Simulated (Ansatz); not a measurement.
Geometry optimisation, RKS PBE0-D4/def2-SVP in Ansatz 0.2.0.

Input:

```yaml
crystal:
  periodic: [false, false, false]
  atoms:
    - { symbol: C, position_ang: [-0.5967, -2.2464, 0.2198] }
    - { symbol: "N", position_ang: [-0.9108, -0.9586, 0.0321] }
    - { symbol: C, position_ang: [0.2011, -0.1668, -0.4245] }
    - { symbol: "N", position_ang: [0.5337, -0.4545, -1.811] }
    - { symbol: O, position_ang: [0.0686, 1.2245, -0.3646] }
    - { symbol: Si, position_ang: [0.0054, 1.9609, 1.1499] }
    - { symbol: H, position_ang: [0.3747, -2.6509, 0.0412] }
    - { symbol: H, position_ang: [-1.4034, -2.867, 0.5363] }
    - { symbol: H, position_ang: [-1.56301, -0.20464, 0.32836] }
    - { symbol: H, position_ang: [1.065, 0.2813, -2.1251] }
    - { symbol: H, position_ang: [-0.4506, -0.2822, -2.2267] }
    - { symbol: H, position_ang: [-1.2997, 1.7483, 1.8019] }
    - { symbol: H, position_ang: [0.2037, 3.4274, 0.9901] }
    - { symbol: H, position_ang: [1.0467, 1.3844, 2.0282] }
basis:
  gaussian: { orbitals: def2-SVP }
hamiltonian:
  xc: pbe0
  dispersion: d4
relax:
  f_tol: 0.02
  max_steps: 50
output:
  orbitals: {}
```

Run as:

```bash
$ ansatz run input.yaml --threads 2 --pin off --max-ram 3072MiB --backend cpu --events-out ev --progress --plain --runs-dir out
```

**Question.** Where does it end, and by what steps?

**Answer.** It converged. After 20 steps the energy has fallen by 2.106 eV; H14 moved furthest, 1.70 Å.

```tsv
step	energy less start (eV)	largest force component (eV/Å)	accepted
0	0.0000	5.497	yes
1	-1.0236	3.175	yes
2	-1.4920	1.279	yes
3	-1.7449	0.849	yes
4	-1.8795	0.548	yes
5	-1.9599	0.550	yes
6	-2.0114	0.262	yes
7	-2.0254	0.282	yes
8	-2.0393	0.198	yes
9	-2.0482	0.198	yes
10	-2.0566	0.217	yes
11	-2.0652	0.214	yes
12	-2.0788	0.208	yes
13	-2.0835	0.352	yes
14	-2.0992	0.248	yes
15	-2.0526	0.616	no
16	-2.1048	0.074	yes
17	-2.1054	0.031	yes
18	-2.1054	0.036	no
19	-2.1056	0.058	yes
20	-2.1058	0.010	yes
```

```xyz
14
Properties=species:S:1:pos:R:3
C -1.004 -2.387 -0.162
N -1.001 -1.085 0.101
C -0.151 -0.101 -0.231
N 0.780 -0.372 -1.223
O -0.730 1.174 -0.129
Si 0.066 2.167 0.966
H -0.184 -2.792 -0.751
H -1.735 -3.008 0.348
H -1.779 -0.738 0.660
H 1.688 0.055 -1.074
H 0.451 -0.141 -2.166
H -0.101 1.661 2.361
H -0.548 3.520 0.833
H 1.524 2.242 0.643
```

Whether the end is a true minimum wasn't checked by a vibrational analysis.

The run took 44 s on 2 threads of AMD EPYC 9R45 96-Core Processor (Zen 5) (shared host), peak memory 0.35 GiB.
